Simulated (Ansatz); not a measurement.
C₃H₉N, charge -1, doublet, at the geometry of the source list (a state made from the parent by changing its charge; the spin is typed, not shown lowest) (a gas-phase anion, which may not be bound at this level); MP2/6-311G** (Ansatz, an electronic-structure program).

The Ansatz input:
Ansatz 0.2 input:
```yaml
crystal:
  periodic: [false, false, false]
  atoms:
    - {symbol: C, position_ang: [-0.61420000, 1.11590000, 0.56410000]}
    - {symbol: C, position_ang: [-0.09010000, 0.02020000, -0.36040000]}
    - {symbol: C, position_ang: [1.35060000, -0.34120000, -0.00900000]}
    - {symbol: N, position_ang: [-0.92020000, -1.16670000, -0.18850000]}
    - {symbol: H, position_ang: [0.00310000, 2.00670000, 0.48570000]}
    - {symbol: H, position_ang: [-0.60020000, 0.76100000, 1.59070000]}
    - {symbol: H, position_ang: [-1.63700000, 1.37810000, 0.30330000]}
    - {symbol: H, position_ang: [-0.11220000, 0.39990000, -1.40170000]}
    - {symbol: H, position_ang: [1.72360000, -1.11430000, -0.67700000]}
    - {symbol: H, position_ang: [1.39180000, -0.71630000, 1.00970000]}
    - {symbol: H, position_ang: [1.99300000, 0.53090000, -0.09460000]}
    - {symbol: H, position_ang: [-0.60270000, -1.91270000, -0.79820000]}
    - {symbol: H, position_ang: [-1.88540000, -0.96140000, -0.42410000]}
basis:
  gaussian:
    orbitals: 6-311G__.json
total_charge: -1
magnetization: {spin_polarized: true, initial_magnetization: 1}
correlation: {method: mp2, electrons: outside_noble_gas}
accuracy: high
```
The basis file holds 6-311G** in the JSON format of the Basis Set Exchange.

The log (banner, timings and long lists left out):

```
Functional definition: HF
2705 factors; integrals over basis functions are off by at most 3.5e-9 eV
mean field evaluation 1: about -4710.0395 eV, gradient 2.0e1 eV
mean field evaluation 2: about -4710.0469 eV, gradient 2.0e1 eV
mean field evaluation 4: about -4712.6761 eV, gradient 2.6e0 eV
mean field evaluation 8: about -4712.7485 eV, gradient 2.6e-1 eV
mean field evaluation 16: about -4712.7599 eV, gradient 3.3e-8 eV
mean field evaluation 32: about -4712.7590 eV, gradient 1.0e-1 eV
mean field -4712.75985996 eV, -173.1907304301 hartree, gradient 3.3e-8 eV, S^2 0.752745; 6 other end points of the search recorded, 0 dependent functions left out
4 core orbitals not correlated
reference -4712.75985996 eV, -173.1907304301 hartree; 14, 13 occupied and 108, 109 virtual orbitals, 2705 factors
second order -18.45239645 eV of doubles, -0.00000000 eV of singles
Total energy: -4731.21225641 eV, -173.8688434923 hartree
```
